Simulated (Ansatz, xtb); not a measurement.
**Relative energy of two isomers of C5H9BFP**

Structure a is `C[C@@]1(F)C=C[C@H]1BP`, a singlet and structure b is `C#C/C(C)=C(/F)[BH2-][PH3+]`, a singlet. Both are isolated molecules in the gas phase, relaxed with B3LYP-D3(BJ)/def2-SVP, each in the lowest conformer that the search found.

Quicker runs give these differences E(b) − E(a): GFN2-xTB +15.4 kcal/mol; HF/STO-3G +39.7 kcal/mol (at GFN2-xTB geometries); r2SCAN-D4/def2-SVP +21.3 kcal/mol (at GFN2-xTB geometries).

Question: Estimate E(b) − E(a) at the level CCSD(T)/def2-SVP + ΔMP2/def2-TZVPP.

Answer: Calculated at CCSD(T)/def2-SVP + ΔMP2/def2-TZVPP: E(b) − E(a) = +18.2 kcal/mol, so structure a lies lower.

The same difference at several levels:

```tsv
level	geometry	E(b) − E(a) (kcal/mol)	departure from the last row (kcal/mol)	job, with rough time for the two
GFN2-xTB	GFN2-xTB	+15.4	−2.8	optimisation, 0.58 s
HF/STO-3G	GFN2-xTB	+39.7	+21.6	single point, 0.54 s
r2SCAN-D4/def2-SVP	GFN2-xTB	+21.3	+3.1	single point, 6.1 s
B3LYP-D3(BJ)/def2-SVP	B3LYP-D3(BJ)/def2-SVP	+17.7	−0.4	optimisation, 96 s
HF/def2-SVP	B3LYP-D3(BJ)/def2-SVP	+23.8	+5.6	part of the CCSD(T) run
MP2/def2-SVP	B3LYP-D3(BJ)/def2-SVP	+17.0	−1.2	part of the CCSD(T) run
CCSD(T)/def2-SVP	B3LYP-D3(BJ)/def2-SVP	+19.3	+1.1	single point
CCSD(T)/def2-SVP + ΔMP2/def2-TZVPP	B3LYP-D3(BJ)/def2-SVP	+18.2		single point, 2.8 min
```

As drawn, b has 1 C≡C, 1 B–H, 1 P–H in place of 2 C–C, 2 C–H. Structure a has a 4-membered ring, b no ring.

The levels shown agree on the order. The largest departure from CCSD(T)/def2-SVP + ΔMP2/def2-TZVPP is that of HF/STO-3G, 21.6 kcal/mol. The last row adds to CCSD(T) the change of the MP2 difference between the two basis sets, here −1.1 kcal/mol.

With thermal terms from frequencies at re-optimised GFN2-xTB minima (ideal gas, soft modes damped towards free rotors, one conformer each, 298.15 K, 1 atm): the zero-point term adds −3.9 kcal/mol; ΔH is +15.3 and ΔG +13.0 kcal/mol.

The correlated steps freeze 12 core orbitals. Mirror images aren't counted in ΔG. Programs: Ansatz 0.2.0, xtb 6.7.1; the last row on 4 threads of Arm Neoverse V1 on a shared host.
